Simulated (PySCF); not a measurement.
CH₅BO. Atoms are numbered in the order given.

```xyz
8

B      0.2159    -1.2849     0.0000
H     -0.4129    -2.3028     0.0000
H      1.4193    -1.2596     0.0000
O     -0.4815    -0.1422     0.0000
C      0.1458     1.1244     0.0000
H      1.2351     1.0275     0.0000
H     -0.1721     1.6753     0.8872
H     -0.1721     1.6753    -0.8872
```
Charge 0, spin multiplicity 1.

Geometry: PBE0-D3(BJ)/def2-TZVP.

Level of theory: TDDFT-PBE0/def2-SVPD run with PySCF 2.14.0.

Vertical excitations. Isolated molecule, no solvent. State labels are in the subgroup Cs.

Problem. Give excitation energies, oscillator strengths and character. (An estimate is asked for; the answer gives what the named calculation found.)

Solution. 
| state | symmetry | energy (eV) | λ (nm) | f | main pairs |
|---|---|---|---|---|---|
| S1 | A" | 6.33 | 196 | 0.000 | HOMO→LUMO 99 % |
| S2 | A" | 8.05 | 154 | 0.002 | HOMO−2→LUMO 98 % |
| S3 | A' | 8.06 | 154 | 0.160 | HOMO−1→LUMO 96 % |
| S4 | A' | 8.21 | 151 | 0.029 | HOMO→LUMO+1 95 % |
| S5 | A" | 8.85 | 140 | 0.005 | HOMO−1→LUMO+1 96 % |
| S6 | A' | 9.06 | 137 | 0.012 | HOMO→LUMO+2 94 % |
| S7 | A' | 9.19 | 135 | 0.063 | HOMO→LUMO+3 95 % |
| S8 | A" | 9.66 | 128 | 0.025 | HOMO−1→LUMO+2 64 %, HOMO−1→LUMO+3 31 % |
| S9 | A' | 9.69 | 128 | 0.037 | HOMO−2→LUMO+1 90 % |
| S10 | A' | 10.00 | 124 | 0.125 | HOMO→LUMO+4 94 % |
| T1 | A" | 5.68 | 218 | 0 | HOMO→LUMO 97 % |
| T2 | A' | 6.49 | 191 | 0 | HOMO−1→LUMO 95 % |
| T3 | A" | 7.61 | 163 | 0 | HOMO−2→LUMO 89 % |
| T4 | A' | 8.01 | 155 | 0 | HOMO→LUMO+1 92 % |
Triplets are in the Tamm–Dancoff approximation, which puts them higher than full response would, so one can lie above its singlet here.
